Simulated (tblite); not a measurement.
Species: C₂H₁₀N₂OSi₂.
Z-matrix (Å and degrees, GFN2-xTB geometry), rows numbered from 1:
```
C 
Si  1  1.8901
N   2  1.7123  1  111.49
C   3  1.4509  2  118.04  1  -144.44
Si  4  1.9078  3  107.93  2    19.96
O   5  1.6272  4  116.27  3   117.11
N   5  1.7208  4   96.34  3    -3.42
H   1  1.0841  2  110.53  3   170.71
H   1  1.0845  2  112.48  3    49.83
H   1  1.0842  2  110.25  3   -70.74
H   2  1.4788  1  110.07  3   130.18
H   3  1.0074  2  121.99  1    65.08
H   4  1.0951  3  109.14  2   142.33
H   4  1.0962  3  110.74  2  -100.89
H   5  1.4569  4  113.95  3  -125.79
H   6  0.9546  5  120.40  4   -58.75
H   7  1.0034  2  121.26  1   -55.03
```

Method: GFN2-xTB as coded in tblite; computed harmonic values from a numerical Hessian at the method's own geometry, unscaled. This tight-binding method is rough: wavenumbers can miss measured ones by several per cent, in bad cases by 10 to 20. Modes of hydrogen on silicon can be 10 to 20 % off. One conformer, not necessarily the lowest.

Harmonic wavenumbers (cm⁻¹): 57.4, 96.3, 106.8, 150.7, 186.0, 236.6, 241.2, 291.2, 350.7, 374.2, 419.2, 496.1, 589.2, 622.0, 665.1, 683.7, 696.6, 757.8, 770.6, 786.5, 813.3, 814.9, 856.8, 885.7, 902.4, 937.2, 1128.8, 1140.2, 1174.5, 1196.0, 1361.5, 1374.3, 1490.5, 1501.3, 1501.6, 2117.0, 2308.1, 2877.8, 2921.6, 3052.5, 3057.1, 3061.5, 3455.6, 3524.2, 3652.3.

A = 3463, B = 1205, C = 1037 MHz; mass 134.033 u (most abundant isotopes); point group C1, symmetry number 1.

**Question.** Zero-point energy?

**Answer.** ½Σν̃ = 27842 cm⁻¹ = 79.61 kcal/mol.

**Question.** Entropy at 273.15 K, 1 bar (ideal gas, RRHO, classical rotation)?

**Answer.** Translation 40.18, rotation 28.44, vibration 26.31: S = 94.9 cal/(mol K).

**Question.** And Cp and H(273.15 K) − H(0)?

**Answer.** Cp = 37.53 cal/(mol K), of which vibrations give 29.58 (their classical limit is 45 R = 89.4); H(273.15 K) − H(0) = 6.15 kcal/mol without the zero-point energy, 3.98 from vibrations.

**Question.** Which modes carry the vibrational entropy at 273.15 K?

**Answer.** 57.4 cm⁻¹: 4.37; 96.3 cm⁻¹: 3.36; 106.8 cm⁻¹: 3.16; 150.7 cm⁻¹: 2.50; 186.0 cm⁻¹: 2.11; 236.6 cm⁻¹: 1.67 cal/(mol K); the other 39 give 9.15 together.

**Question.** What must be added to the electronic energy to get the Gibbs energy at 273.15 K and 1 bar?

**Answer.** ZPE + [H(273.15 K) − H(0)] − T·S = 79.61 + 6.15 − 25.93 = 59.83 kcal/mol.

**Question.** Blend soft modes into free rotors: weight 1/[1 + (100 cm⁻¹/ν̃)⁴] for the oscillator and the rest for a rotor with moment μB/(μ + B), μ = h/(8π²ν), B = 10⁻⁴⁴ kg m². What vibrational entropy results?

**Answer.** 24.88 cal/(mol K) in place of 26.31, which changes −T·S at 273.15 K by +0.39 kcal/mol.

**Question.** How do the functions run with temperature in this model?

**Answer.** 
```tsv
T (K)	S (cal/(mol K))	Cp (cal/(mol K))	H − H(0) (kcal/mol)	G − H(0) (kcal/mol)	ln q(vib)
50	57.4	12.6	0.48	-2.39	0.35
100	68.1	18.8	1.27	-5.55	1.39
298.15	98.3	40.0	7.12	-22.19	6.58
373.15	108.1	46.9	10.39	-29.94	8.59
500	123.1	55.9	16.94	-44.62	11.95
750	148.2	67.7	32.50	-78.64	18.19
1000	168.8	75.3	50.43	-118.34	23.83
```

q(vib) and H(0) count from the zero-point level.

Hindered rotation and anharmonicity are outside this model. Other conformers, if any are populated, would add a mixing term that is left out. The structure is chiral; the term R ln 2 for an equal mix with its mirror image is left out.
